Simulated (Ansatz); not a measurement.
Consider the isomerisation: `CC(C)[NH][Ti]([OH])([OH])[OH]` → `C[O][Ti]([NH2])([O]C)[O]C`.

Gas-phase electronic energies from Ansatz, PBE0-D4/def2-TZVP geometries. CCSD(T)/CBS adds triple-zeta CCSD(T) − MP2 to the extrapolated MP2 energy (def2 sets, frozen cores). Functionals use def2-TZVPP. For Ti outer-core shells are correlated without core-valence functions, which leaves a few kJ/mol of doubt a bond. Scalar relativity is left out up to krypton. Each species was taken in one conformer, which may not be the lowest.

```
             level  ΔE (kJ/mol)
         r2SCAN-D4        115.0
           ωB97M-V        123.9
RPA@PBE/def2-TZVPP        112.4
     CCSD/def2-SVP         92.9
```

Question: What does CCSD(T)/CBS give? (Best estimate.)

Answer: Computed: +127.9 kJ/mol. The listed levels differ from it by -12.9, -4.0, -15.5, -35.0 kJ/mol.

Largest T1 diagnostic among the species: 0.022, so the coupled-cluster value is less sure than usual.

Leaving LDA and LC-ωPBE aside and taking each functional with its dispersion term where it has one, the values, not all of them listed here, spread over 27.9 kJ/mol, from BLYP-D4 to PBE-QIDH. LDA lies +18.1 kJ/mol from PBE without D4. From BLYP to BHLYP (50 % exact exchange), in def2-TZVPP and without D4, ΔE moves by +16.2 kJ/mol. In def2-TZVPP, CCSD(T) changes the Hartree–Fock value by +34.6 kJ/mol (the triples alone add +1.1 kJ/mol) and MP2 by +48.3 kJ/mol.

CCSD(T)/CBS has its own doubt, a few kJ/mol and more with outer-core shells, so smaller differences from it don't rank the levels.
